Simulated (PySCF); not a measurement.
Compound: C₅H₅F₃O.
Bonds: C1–C2 (double), C2–C3, C3–C4, C4–O5 (double), C4–C6, C6–F7, C6–F8, C6–F9. Hydrogens: H10, H11 on C1; H12 on C2; H13, H14 on C3.

Theory: PySCF 2.14.0, density-fitted response routines, TDDFT PBE0/def2-SVPD, vertical, gas phase, core orbitals frozen in the response. Geometry: PBE0-D3(BJ)/def2-SVP, one conformer, isolated molecule. Torsions of this conformer, `[CH2:1]=[CH:2][CH2:3][C:4](=[O:5])[C:6]([F:7])([F:8])[F:9]`: C1–C2–C3–C4 129°, C2–C3–C4–O5 8°, C3–C4–C6–F7 -56°.

Each state is given a Gaussian of 0.5 eV full width at half maximum, with ε(max) = 2.175×10⁸ f / Δν̃ (Δν̃ the width in cm⁻¹). The width is an assumption, not a result. The curve ends short of the highest state used, and states not computed would add to its high-energy end.

E (eV), ε (L mol⁻¹ cm⁻¹) and a bar:
```
     3.56          0 
     3.64          0 
     3.72          1 
     3.81          2 
     3.89          4 
     3.97          7 
     4.05         13 
     4.14         19 
     4.22         24 
     4.30         26 
     4.38         25 
     4.46         21 
     4.55         14 
     4.63         11 
     4.71         11 
     4.79         21 
     4.88         51 
     4.96        103 #
     5.04        182 #
     5.12        279 ##
     5.21        379 ###
     5.29        429 ###
     5.37        422 ###
     5.45        359 ###
     5.53        266 ##
     5.62        160 #
     5.70         87 #
     5.78         41 
     5.86         17 
     5.95          5 
     6.03          2 
     6.11          2 
     6.19          7 
     6.28         27 
     6.36         83 #
     6.44        222 ##
     6.52        516 ####
     6.61       1124 ########
     6.69       1932 #############
     6.77       2886 ####################
     6.85       3753 ##########################
     6.93       4272 ##############################
     7.02       4295 ##############################
     7.10       3998 ############################
```

**Question.** Locate the maxima and give the states behind the curve.

**Answer.** 288 nm (4.31 eV), ε about 26, made up of S1 (100%); 233 nm (5.32 eV), ε about 430, made up of S2 (100%); 178 nm (6.98 eV), ε about 4400, made up of S3 (96%) (ε in L mol⁻¹ cm⁻¹; maxima over ε = 5, shares over 10%). The states used: S1 4.31 eV (f 0.0005); S2 5.32 eV (f 0.0080); S3 6.95 eV (f 0.078); S4 7.37 eV (f 0.012); S5 7.40 eV (f 0.0014); S6 7.70 eV (f 0.372).

**Question.** On this curve, what absorbance would a 10⁻⁴ mol/L sample give at 254 nm over a 1 cm path?

**Answer.** 254 nm is 4.881 eV, where ε is about 52 L mol⁻¹ cm⁻¹, so A = ε c l ≈ 0.0052 (Beer–Lambert, with the gas-phase spectrum and the assumed width).

**Question.** Does any computed singlet lie in the visible range?

**Answer.** No computed singlet lies in the visible range (380 to 750 nm); the lowest, at 288 nm, stands 1.05 eV above its violet end (3.26 eV).

**Question.** Coming from long wavelengths, where does ε first pass 100 L mol⁻¹ cm⁻¹?

**Answer.** At about 250 nm (4.96 eV), 0.65 eV above S1.
